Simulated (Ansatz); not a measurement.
System: chloro(trimethyl)germane, C₃H₉ClGe, charge 0, multiplicity 1. SMILES: [CH3][Ge]([CH3])([CH3])[Cl]
Structure (B3LYP-D3(BJ)/def2-TZVP (Ansatz, a program for electronic structure) minimum search):
```
Ge
C 1 1.9567
H 2 1.0892 1 110.05
H 2 1.0892 3 108.87 1 -120.69
H 2 1.0912 3 108.95 4 -118.70
C 1 1.9567 2 112.65 3 -175.60
H 6 1.0892 1 110.05 2 175.60
H 6 1.0892 7 108.87 1 120.69
H 6 1.0912 7 108.95 8 118.70
C 1 1.9567 2 112.65 3 55.62
H 10 1.0892 1 110.05 2 -55.62
H 10 1.0892 11 108.87 1 120.69
H 10 1.0912 11 108.95 12 118.70
Cl 1 2.2019 2 106.07 3 -59.99
```

Parts of the frozen-core correlation energy in def2-QZVPP (Ansatz, hartree). Frozen orbitals: 22; correlated occupied orbitals by spin: 16 and 16; virtual: 562 and 562. Spin-orbit coupling is left out. Non-relativistic.

```json
[
 {"term": "reference (HF)", "value": "-2653.90873"},
 {"term": "MP2 opposite-spin", "value": "[?]"},
 {"term": "MP2 same-spin", "value": "-0.19481"},
 {"term": "CCSD correlation", "value": "[?]"},
 {"term": "(T)", "value": "[?]"},
 {"term": "T1 diagnostic", "value": "0.009"},
 {"term": "largest doubles amplitude", "value": "0.019"}
]
```

Question: Fill in the missing entries.

Answer: 
- MP2 opposite-spin, value: -0.71088
- CCSD correlation, value: -0.96057
- (T), value: -0.04044
